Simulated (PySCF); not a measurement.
CH8O4Si2, SMILES CO[Si](O)(O)O[SiH3] at its GFN2-xTB optimised geometry (Å):

```
15

C     -4.5178    -0.8868    -2.5962
O     -3.2145    -0.6526    -2.1312
Si    -1.9156    -1.5784    -2.3933
O     -1.3416    -1.5584    -3.9176
O     -2.2894    -3.1185    -2.0618
O     -0.7680    -0.9801    -1.4239
Si    -0.4508    -0.2748     0.0000
H     -4.5496    -0.8541    -3.6876
H     -5.1573    -0.1043    -2.1873
H     -4.8717    -1.8638    -2.2650
H     -0.9258    -0.7662    -4.2460
H     -1.6602    -3.8026    -2.2746
H      1.0118    -0.2748     0.0000
H     -1.0073    -1.0756     1.0905
H     -1.0118     1.0756     0.0000
```

Calculation: CAM-B3LYP/def2-TZVP (PySCF). Cells within 0.4 Å of a nucleus heavier than hydrogen are left out (blank, or x).

Map of the electron localisation function on the plane z = 0.0 Å:

```
|00000000000000000000000000000|
|00000000000000000000000000000|
|00000000000000000000000000000|
|00000000133320000000000000000|
|00000025889875100000000000000|
|00000279999998510000000000000|
|00001799999999720000000000000|
|00004999999999830000000000000|
|00016999999999830000000000000|
|00006999999999721012321000000|
|00004999999999622357875100000|
|00001799999998534799999610000|
|00000379999853358999999830000|
|00000136883010059999999961000|
|000000123206xx139999999981000|
|00000001101xxx429999999982000|
|00000001100xxx239999999981000|
|00000001220032059999999971000|
|00000001232100148999999940000|
|00000000122211125899999610000|
|00000000111111012468886200000|
|00000000001100000123431000000|
|00000000000000000000000000000|
|00000000000000000000000000000|
|00000000000000000000000000000|
|00000000000000000000000000000|
|00000000000000000000000000000|
|00000000000000000000000000000|
|00000000000000000000000000000|
```
Scale: ten equal steps from 0.000 (start of '0') to 1.00 (end of '9'), in the order '0123456789'; x runs from -3.50 to 3.50, y from -3.50 (bottom) to 3.50 (top).
